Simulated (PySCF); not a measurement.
BGeH5O2S, SMILES OB(O)[S][GeH3]. Atoms are numbered in the order given.

```xyz
10

Ge     1.3560     0.6092     0.0087
S      0.0042    -1.1283    -0.3091
B     -1.6467    -0.3739     0.0874
O     -2.6628    -1.1980     0.4359
O     -1.9108     0.9536     0.0473
H      0.7773     1.8377    -0.7311
H      1.4801     0.9385     1.5041
H      2.7130     0.2322    -0.5963
H     -2.3915    -2.1151     0.5306
H     -1.2133     1.4895    -0.3413
```

Coordinates come from a PBE0-D3(BJ)/def2-SVP optimisation. This is a generated structure with no PubChem entry under its InChIKey; it may be hypothetical. The values are those of a single conformer.

Method: TDA-PBE0/def2-SVPD (PySCF).

Vertical excitations. Gas-phase values at a fixed geometry.

Q: List the lowest excited states. (The exact figures need the calculation; the answer reports its results.)

A: 
| state | energy (eV) | λ (nm) | f | main pairs |
|---|---|---|---|---|
| S1 | 5.61 | 221 | 0.016 | HOMO→LUMO 97 % |
| S2 | 6.22 | 199 | 0.003 | HOMO→LUMO+1 98 % |
| S3 | 6.71 | 185 | 0.031 | HOMO→LUMO+2 84 % |
| S4 | 7.09 | 175 | 0.039 | HOMO−1→LUMO 50 %, HOMO→LUMO+4 41 % |
| S5 | 7.22 | 172 | 0.038 | HOMO→LUMO+3 65 %, HOMO→LUMO+4 15 % |
| S6 | 7.25 | 171 | 0.027 | HOMO→LUMO+4 37 %, HOMO→LUMO+3 31 %, HOMO−1→LUMO 20 % |
| S7 | 7.53 | 165 | 0.009 | HOMO−1→LUMO+1 93 % |
| S8 | 7.74 | 160 | 0.035 | HOMO→LUMO+6 51 %, HOMO→LUMO+5 27 %, HOMO−2→LUMO 9 % |
| S9 | 7.86 | 158 | 0.011 | HOMO−1→LUMO+2 67 %, HOMO→LUMO+6 16 % |
| S10 | 7.91 | 157 | 0.037 | HOMO→LUMO+5 61 %, HOMO→LUMO+6 17 %, HOMO−1→LUMO+2 9 % |
| T1 | 5.17 | 240 | 0 | HOMO→LUMO 95 % |
| T2 | 6.05 | 205 | 0 | HOMO→LUMO+1 95 % |
| T3 | 6.20 | 200 | 0 | HOMO→LUMO+2 74 %, HOMO−1→LUMO 15 % |
| T4 | 6.37 | 195 | 0 | HOMO−1→LUMO 71 %, HOMO→LUMO+2 15 % |
Triplets are in the Tamm–Dancoff approximation.
